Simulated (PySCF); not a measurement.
Compound: C5H6FO (doublet state).
SMILES with atom numbers: `[F:1][C@@H:2]1[CH:3][CH2:4][O:5][CH:6]=[CH:7]1` (hydrogens: H8 on C2; H9 on C3; H10, H11 on C4; H12 on C6; H13 on C7)

Structure used (GFN2-xTB), in Å, numbered top down from 1:
```xyz
13
C5H6FO angstrom
F     -0.9462    1.9767    0.5964
C     -0.0921    1.2174   -0.2699
C     -0.8482    0.1004   -0.8594
C     -0.7807   -1.2410   -0.2504
O      0.4559   -1.5876    0.3469
C      1.2517   -0.5791    0.7468
C      1.0771    0.7175    0.5117
H      0.2045    1.9596   -1.0249
H     -1.6543    0.3051   -1.5409
H     -1.5594   -1.3274    0.5370
H     -0.9940   -2.0228   -0.9899
H      2.1073   -0.9609    1.2858
H      1.7741    1.4425    0.8929
```

Computed with UKS B3LYP, pcH-1 on C F H O, non-relativistic, mean-field spin-orbit, GIAO in PySCF. One conformer (not necessarily the lowest) at the GFN2-xTB geometry, without solvent, vibrations or thermal averaging. The geometry wasn't refined by DFT: couplings that depend on bond lengths, twists or pyramidal angles can differ widely from those at the functional's own minimum. The SCF solution wasn't tested for stability.

The Mulliken spin populations are largest on C3 (+0.97), H10 (+0.08) and C4 (-0.07). C3 is the only atom above +0.15. The angles at C3 add up to 357.7°, so it is nearly planar; its axial dipolar tensor and the negative coupling of its proton fit spin in a p orbital normal to that plane.

(1) Find Q in a(H) = Q·ρ(C) for the protons on the planar carbons that carry spin.

(2) How do the β-proton couplings of this frozen conformer go with θ, the angle between the C–H bond and the normal to the plane of the spin centre's three neighbours, both seen down the bond from centre to carbon?

## Answers

(1) 
```json
{"H": "H9", "C": "C3", "ρ(C)": "+0.974", "a(H) (G)": "-21.20", "a/ρ (G)": "-21.8"}
```

One proton gives one ratio, Q = -21.8 G, and no test of linearity. In McConnell's picture π spin on carbon polarises the C–H bond and leaves opposite spin at the proton, which makes Q negative, as found here.

(2) 
```
β H  on  centre  θ (°)  cos²θ   a (G)
 H8  C2      C3     53   0.37   +9.20
H10  C4      C3      6   0.99  +62.69
H11  C4      C3     57   0.30  +24.27
```

Fitting the Heller–McConnell form a = ρ(B0 + B2 cos²θ), with Mulliken ρ = 0.97, gives B0 = -5.5 G and B2 = 69.4 G, with a largest miss of 10.5 G.

Couplings in gauss use g_iso = 2.0026.

Hardware: one thread of an AMD EPYC 9B45, no GPU, shared host. Cost: 21 s wall (grids of density and orbitals included), 0.95 GiB resident at most.
